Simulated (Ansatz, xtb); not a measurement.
C5H7NOSe: which of two isomers lies lower

Structure a: `C[C@H]([SeH])c1ncco1`, a singlet. Structure b: `NC(=O)[C@@H]1CC=C[Se]1`, a singlet. Both are isolated molecules in the gas phase, relaxed with B3LYP-D3(BJ)/def2-SVP, each in the lowest conformer that the search found.

Q: Estimate E(b) − E(a) at the level CCSD(T)/def2-SVP + ΔMP2/def2-TZVPP.

A: Calculated at CCSD(T)/def2-SVP + ΔMP2/def2-TZVPP: E(b) − E(a) = −0.554 eV, so structure b lies lower.

Level by level:

```csv
level,geometry,E(b) − E(a) (eV),departure from the last row (eV),"job, with rough time for the two"
B3LYP-D3(BJ)/def2-SVP,B3LYP-D3(BJ)/def2-SVP,−0.496,+0.059,"optimisation, 2.1 min"
HF/def2-SVP,B3LYP-D3(BJ)/def2-SVP,−0.468,+0.086,part of the CCSD(T) run
MP2/def2-SVP,B3LYP-D3(BJ)/def2-SVP,−0.373,+0.182,part of the CCSD(T) run
CCSD(T)/def2-SVP,B3LYP-D3(BJ)/def2-SVP,−0.368,+0.186,single point
CCSD(T)/def2-SVP + ΔMP2/def2-TZVPP,B3LYP-D3(BJ)/def2-SVP,−0.554,,"single point, 3 min"
```

As drawn, b has 1 C–N, 1 C=O, 1 C–C, 1 C=C, 1 C–Se, 2 N–H in place of 2 C∷N, 1 C∷C, 2 C∷O, 1 C–H, 1 Se–H (∷ is an aromatic bond). Structure a has a 5-membered ring (with an aromatic ring), b a 5-membered ring.

None of the levels shown reverses the order. The largest departure from CCSD(T)/def2-SVP + ΔMP2/def2-TZVPP is that of CCSD(T)/def2-SVP, 0.186 eV. Levels run at GFN2-xTB geometries aren't shown. The last row adds to CCSD(T) the change of the MP2 difference between the two basis sets, here −0.186 eV, a large step that makes the value less sure.

With thermal terms from frequencies at re-optimised GFN2-xTB minima (ideal gas, soft modes damped towards free rotors, one conformer each, 298.15 K, 1 atm): the zero-point term adds +0.059 eV; ΔH is −0.495 and ΔG −0.487 eV.

The correlated steps freeze 16 core orbitals; the filled d shell of Se is correlated, in a basis made for valence electrons. Run with Ansatz 0.2.0, xtb 6.7.1; the last row on 4 threads of Arm Neoverse V2 on a shared host.
